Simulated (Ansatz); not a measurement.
A nudged elastic band was laid between two geometries of AlH4NOSi (8 atoms, charge 0, multiplicity 1).

Method: RKS LDA/STO-3G (Ansatz 0.2.0).

```json
{
 "movable images": "5",
 "climbing image": "yes",
 "spring": "5.0 eV/Å²",
 "optimiser": "quadratic models (default)",
 "start path": "through a guess of the saddle point",
 "force threshold": "0.05 eV/Å",
 "iteration limit": "60",
 "end points": "relaxed"
}
```

Image 0:

```xyz
8
Properties=species:S:1:pos:R:3
N -0.588 0.559 -0.573
Al 0.366 1.178 0.751
O 0.988 -0.413 1.069
Si 0.044 -1.044 -0.252
H -1.251 0.861 -1.313
H 0.607 2.501 1.412
H 0.854 -1.645 -1.311
H -0.929 -2.054 0.162
```

Image 6:

```xyz
8
Properties=species:S:1:pos:R:3
N -0.406 0.875 -0.175
Al 1.470 1.196 1.012
O 1.480 -0.598 0.833
Si 0.099 -0.870 -0.039
H -0.461 1.245 -1.159
H -1.337 1.102 0.259
H 0.238 -1.405 -1.397
H -0.992 -1.602 0.611
```

Question: Which bonds break or form, and what moves?

Answer: Bonds broken: Al2–H6. Bonds formed: N1–H6.

Question: Give the energies along the band, and the barrier.

Answer: The run converged. The highest image is number 4 of 0 to 6, 80.6 kcal/mol above the first end and 44.7 kcal/mol above the last; the last end lies 36.0 kcal/mol above the first. Neighbouring images differ by up to 1.7 eV, so the band resolves the path poorly. A vibrational analysis at the climbing image gives one clearly imaginary mode, 1336i cm⁻¹: a first-order saddle point. The orbitals stay closed-shell, which can raise the energy where a bond breaks towards radicals; this wasn't checked here. Limits of this set-up: minimal basis.

```json
{"image": "0", "path coordinate (Å)": "0.00", "energy (kcal/mol)": "0.0", "Al2–H6 (Å)": "1.50", "N1–H6 (Å)": "3.02"}
{"image": "1", "path coordinate (Å)": "0.69", "energy (kcal/mol)": "2.3", "Al2–H6 (Å)": "1.50", "N1–H6 (Å)": "2.99"}
{"image": "2", "path coordinate (Å)": "1.38", "energy (kcal/mol)": "12.5", "Al2–H6 (Å)": "1.48", "N1–H6 (Å)": "2.80"}
{"image": "3", "path coordinate (Å)": "2.07", "energy (kcal/mol)": "42.0", "Al2–H6 (Å)": "1.48", "N1–H6 (Å)": "2.26"}
{"image": "4", "path coordinate (Å)": "2.77", "energy (kcal/mol)": "80.6", "Al2–H6 (Å)": "1.62", "N1–H6 (Å)": "1.51"}
{"image": "5", "path coordinate (Å)": "3.45", "energy (kcal/mol)": "43.1", "Al2–H6 (Å)": "2.32", "N1–H6 (Å)": "1.06"}
{"image": "6", "path coordinate (Å)": "4.14", "energy (kcal/mol)": "36.0", "Al2–H6 (Å)": "2.91", "N1–H6 (Å)": "1.05"}
```

Question: What is the geometry of the highest image?

Answer: 
```xyz
8
Properties=species:S:1:pos:R:3:forces:R:3
N -0.258 0.822 -0.482 -0.01 0.02 0.01
Al 0.923 1.245 0.987 -0.04 -0.01 -0.01
O 1.399 -0.452 0.862 0.02 -0.01 0.02
Si 0.111 -0.905 -0.167 0.02 -0.01 -0.01
H -0.883 1.152 -1.273 -0.01 0.00 -0.01
H -0.679 1.406 0.849 0.03 0.02 0.01
H 0.429 -1.693 -1.364 0.00 -0.01 0.00
H -0.950 -1.632 0.532 -0.01 0.01 -0.01
```

Time of the run: 66 s on 1 CPU thread of a shared host.
